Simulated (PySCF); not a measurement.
C$_{2}$H$_{3}$O (SMILES [CH2]C=O), doublet, geometry from GFN2-xTB. Base run: B3LYP/3-21G in PySCF.

Here is a job for PySCF.
```python
from pyscf import gto, scf, dft

mol = gto.Mole()
mol.atom = '''
    C    -1.153526    0.227040    0.001184
    C     0.253069    0.328129   -0.018958
    O     1.017620   -0.630344    0.020232
    H    -1.616066   -0.744118    0.054210
    H    -1.778481    1.100681   -0.035312
    H     0.656331    1.355176   -0.074111
'''
mol.basis = '3-21g'
mol.charge = 0
mol.spin = 1
mol.verbose = 4
mol.symmetry = True
mol.build()

mf = dft.UKS(mol)
mf.xc = 'b3lyp'
mf.kernel()
mf.analyze()
```

Variants of this job, named by their change:

```json
[
 {"change": "base", "ΔE vs base (eV)": "0.00", "point group used": "Cs", "SCF cycles": "12"},
 {"change": "irrep_nelec = A':(11, 10) A\":(1, 1)", "ΔE vs base (eV)": "9.38", "point group used": "Cs", "SCF cycles": "16"},
 {"change": "symmetry = off", "ΔE vs base (eV)": "0.00", "point group used": "C1", "SCF cycles": "12"},
 {"change": "irrep_nelec = A':(9, 10) A\":(3, 1)", "ΔE vs base (eV)": "5.20", "point group used": "Cs", "SCF cycles": "10"}
]
```

Open shells are given as the SCF converged; they aren't shown to be the lowest states, and a large step between rows can be another state.
